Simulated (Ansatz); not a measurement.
A structure relaxed at PBE0-D4/def2-TZVP, charge 0, multiplicity 1:

```tsv
atom	x (Å)	y (Å)	z (Å)
C1	0.9882	-0.5426	-2.4718
C2	-0.3244	-0.9812	-2.5943
C3	-1.1961	-0.8659	-1.5291
C4	-0.7637	-0.3084	-0.3294
C5	0.5538	0.1285	-0.1827
C6	1.4102	0.0002	-1.2715
C7	1.0262	0.6952	1.1264
C8	0.0755	0.3090	2.2465
C9	-1.3447	0.5522	1.7908
O10	-1.6819	-0.2445	0.6684
H11	1.6770	-0.6304	-3.3033
H12	-0.6711	-1.4144	-3.5255
H13	-2.2244	-1.2000	-1.6005
H14	2.4386	0.3313	-1.1613
H15	1.0854	1.7882	1.0576
H16	2.0405	0.3449	1.3356
H17	0.1909	-0.7500	2.4974
H18	0.2752	0.8857	3.1531
H19	-2.0717	0.2909	2.5608
H20	-1.4835	1.6112	1.5327
```

**Question.** Give its formula and SMILES.

**Answer.** C9H10O, `c1ccc2c(c1)CCCO2`.

**Question.** Point group (tolerance 0.08 Å, 0.16 Å for H)?

**Answer.** C1.

**Question.** Summarise the bond lengths by kind.

**Answer.** 9 × C–C 1.381 to 1.519 Å; 10 × C–H 1.083 to 1.099 Å; 2 × C–O 1.358 to 1.417 Å.

All numbers were calculated with Ansatz.
